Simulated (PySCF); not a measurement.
BeSb⁻ at B2PLYP

Level: B2PLYP. basis Be def2-SVPD, Sb def2-SVPD with ECP28; scalar-relativistic core potentials; PySCF 2.14.

- state: ³Π (triplet), unpaired electrons σ ↑, π ↑
- bond length: 2.290 Å
- harmonic wavenumber: 543 cm⁻¹
- force constant: 1.46 mdyn/Å
- rotational constant Be: 0.3833 cm⁻¹
- anharmonicity ωexe: 3.55 cm⁻¹
- vibration–rotation constant αe: 0.00328 cm⁻¹
- bond order (Mayer): 1.86
- dipole moment (positive dipole points towards Sb; it is taken about the centre of mass and depends on that origin): 3.77 D

Correlated steps freeze 4 core orbitals. Spin–orbit coupling is left out, which matters for elements this heavy, above all for dissociation energies. B2PLYP dipoles, levels and charges come from its SCF part alone. The state is the lowest determinant that a PBE0 search found; another state may lie lower at other levels.
